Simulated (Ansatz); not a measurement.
NiI2⁻. Charge -1, multiplicity 2. Geometry r2SCAN-D4/def2-TZVP, that of the neutral singlet; atoms count from 1.

Cartesian coordinates in Å:
```
Ni 0.7569 -0.0948 0.5519
I -1.4595 -0.5807 1.0987
I 0.7026 0.6755 -1.6506
```

In the def2 sets I takes a core potential; there is no spin–orbit coupling. The structure comes from a short search, and lower isomers may exist.

(1) Estimate the Mulliken populations from the PBE0/def2-TZVPD orbitals of Ansatz.

(2) Where does the spin sit?

(3) And the Mayer bond orders between heavy atoms (over 0.3)?

Results:

(1) 
```json
{"atom": "Ni1", "charge (e)": "-0.14", "spin (α − β)": "0.89", "d electrons": "9.01"}
{"atom": "I2", "charge (e)": "-0.43", "spin (α − β)": "0.05", "d electrons": "–"}
{"atom": "I3", "charge (e)": "-0.43", "spin (α − β)": "0.05", "d electrons": "–"}
```
Mulliken values depend strongly on the basis. With diffuse functions, as here, like atoms can get unlike values, and bond orders can come out too low or too high.

(2) Summed by element: Ni 0.89, I 0.11, of 1 unpaired in all. Largest on single atoms: Ni1 0.89, I2 0.05, I3 0.05.

(3) Ni1–I2 1.06 (2.33 Å); Ni1–I3 1.06 (2.33 Å).
